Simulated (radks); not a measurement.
Numerical settings for neutral silver, [Kr] 4d10 5s1. Method: scalar-relativistic Kohn-Sham, PBE, spin-unpolarised, spherical densities, point nucleus; computed with a radial shooting solver on a logarithmic mesh with Libxc functionals. The defaults (mesh step 0.008 in ln r, mesh end at 40 bohr or more with all orbitals vanishing there, Anderson mixing 0.5 over 9 steps, residual threshold near 1e-9 with the energy settled to 1e-9 hartree or 1e-11 of itself, here a cap of 61 iterations) give E = -5316.0349 hartree and 5s at -4.405 eV in 15 iterations. Run on one thread of a shared host, so times are rough (Intel(R) Xeon(R) 6975P-C): 0.1 s of CPU time, 0.1 s wall, 15 iterations on 2725 mesh points. Changes against that run (0 stands for a change within the tolerance of the run):

setting,iterations,converged,E (mhartree),e(5s) (meV),CPU (s)
mesh step in ln r 0.03,15,yes,+0.00114,0,0.03
mesh step in ln r 0.003,15,yes,0,0,0.25
mesh step in ln r 0.2,2,no,diverged,-,0.01
mesh end (bohr) 12,15,yes,+0.0305,+3.72,0.09
mesh end (bohr) 1,13,level above zero,+2.12e+05,+1.16e+06,0.07
residual threshold 1e-13,22,yes,0,0,0.12
residual threshold 0.001,10,yes,0,+0.869,0.07
mixing 2.5,18,yes,0,0,0.11
"linear mixing, mixing 0.05",61,no,+4,-189,0.36
"linear mixing, mixing 0.8",61,no,+1.02e+04,-1.06e+05,0.74
mixing history 20,19,yes,0,0,0.12
iteration cap 5,5,no,+1.01,+158,0.04

Settled on a wrong energy, with an occupied level pushed above zero by the early mesh end: mesh end (bohr) 1 (+212 hartree). Apart from these: no run marked as converged misses the energy by more than 1 mhartree. A mesh that ends early acts as a hard wall.
